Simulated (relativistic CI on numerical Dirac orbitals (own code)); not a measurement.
**Mo+: 4s photoemission**

Computed with this model: Dirac-Coulomb-Breit CI, separate exchange-only KLI orbitals for each configuration, a model potential for QED, valence Slater integrals scaled by 0.8, multiplet model of photoemission in the sudden approximation; configurations [Kr] 4d5 → [Ar] 3d10 4s 4p6 4d5; 80 K; Lorentzian 2 eV and Gaussian 0.6 eV FWHM. Energies are those of the free ion, without screening or charge transfer. The energies are binding energies and can lie tens of eV above those of solids. Without intra-shell correlation the exchange splitting of an s hole comes out too large, often by half or more. S is read from ⟨S²⟩ = S(S + 1).

Field parameters in Wybourne normalisation: D3d B²₀ = −7Dσ, B⁴₀ = −14Dq − 21Dτ, B⁴₃ = −14√(10/7) Dq. The field is a parameter set, without covalency.

free ion: ground-state S = 2.50, centroid 82.43 eV. Peaks (eV, height): 79.6 (100), 86.4 (72).

D3d, 10Dq = 19100, Dσ = -550, Dτ = 360 cm⁻¹: ground-state S = 0.51, centroid 82.92 eV. Peaks (eV, height): 82.4 (100).

Strongest unbroadened transitions for free ion:

```json
{"Energy (eV)": "79.57", "Relative strength": "100.0"}
{"Energy (eV)": "83.32", "Relative strength": "0.0"}
{"Energy (eV)": "83.33", "Relative strength": "0.1"}
{"Energy (eV)": "83.60", "Relative strength": "0.0"}
{"Energy (eV)": "86.44", "Relative strength": "71.1"}
{"Energy (eV)": "87.78", "Relative strength": "0.2"}
{"Energy (eV)": "88.05", "Relative strength": "0.0"}
{"Energy (eV)": "88.24", "Relative strength": "0.1"}
```
